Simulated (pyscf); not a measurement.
## `[OH][SiH]`, singlet

Gas-phase minimum from PySCF at ωB97X-D3(BJ)/def2-SVP, one conformer. Other isomers of HO–SiH: [singlet] were not searched in full and may lie lower. 

```xyz
4

O      1.4842    -0.5325     0.6822
Si     0.9135     0.4922    -0.5060
H      0.8537    -1.0836     1.1604
H     -0.5893     0.1337    -0.3822
```
Charge 0, spin multiplicity 1.

Bonded distances (Å): O1–Si2 1.670, O1–H3 0.964, Si2–H4 1.550. Bond angles (°): Si2–O1–H3 118.7, O1–Si2–H4 97.6.

Properties at ωB97X-D3(BJ)/def2-SVP:

```
Quantity                                                                                                                                            Result
---------------------------------------------------------------------------------------------------------------------  -----------------------------------
Harmonic wavenumbers, unscaled                                                                                         656, 730, 883, 976, 1969, 3901 cm⁻¹
Zero-point energy                                                                                                                            13.0 kcal/mol
Rotational symmetry number                                                                                                                               1
Entropy of this conformer at 298 K and 1 atm, rigid rotor and harmonic oscillator, modes under 100 cm⁻¹ raised to 100                      242.3 J/(mol K)
Dipole moment                                                                                                                                       1.74 D
```

Single-point totals, which compare only within one level (frozen core for MP2 and CC):

```tsv
level	total energy (hartree)
ωB97X-D3(BJ)/def2-TZVP	-365.97546
PBE/def2-TZVP	-365.71615
r²SCAN/def2-TZVP	-365.87642
B3LYP-D3(BJ)/def2-TZVP	-365.97458
PBE0-D3(BJ)/def2-TZVP	-365.74122
M06-2X/def2-TZVP	-365.89657
ωB97M-D3(BJ)/def2-TZVP	-366.00791
HF/def2-TZVPP	-364.99385
MP2/def2-TZVPP	-365.34160
CCSD/def2-TZVPP	-365.36177
CCSD(T)/def2-TZVPP	-365.37502
```

The CCSD(T) − MP2 part came from Ansatz, without density fitting, on the same reference.
